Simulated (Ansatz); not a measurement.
The cluster SiPt3, relaxed as a singlet with RKS PBE0-D4/def2-SVP in Ansatz, starting from the GFN1-xTB geometry. Force threshold 0.02 eV/Å.

In the def2 sets Pt takes a core potential; there is no spin–orbit coupling. The restricted singlet is unstable towards broken spin symmetry in Hartree–Fock (as tested in another run); at PBE0-D4/def2-SVP this wasn't settled. Another isomer (singlet) lies 0.91 eV lower at PBE0-D4/def2-TZVP; other spin states weren't run for this one.

Start:

Cartesian coordinates in Å:
```
Pt 0.074 0.400 -0.236
Pt -0.641 -1.851 -0.446
Pt -0.011 -1.057 1.645
Si 0.578 2.508 -0.963
```

Q: Estimate the energy that the relaxation releases and the steps that it takes.

A: 69.0 kcal/mol, in 14 steps; 66 s on 2 threads of Arm Neoverse V2 on a shared host. No frequencies were taken in this run, so the end may be a saddle point.

Q: Does the start keep its bonding and symmetry?

A: Bonds formed: Pt3–Si4 (atoms count from 1). Point group Cs at the start, C2v at the end, both within 0.05 Å.

Q: Predict the relaxed structure.

A: 
```xyz
4

Pt   -0.051    0.256   -1.239
Pt   -0.658   -2.050   -0.204
Pt    0.118   -0.047    1.260
Si    0.591    1.840    0.183
```
Bond lengths (bridged metal pairs left out): 3 × Pt–Pt 2.52 to 2.60 Å; 2 × Pt–Si 2.22 Å.
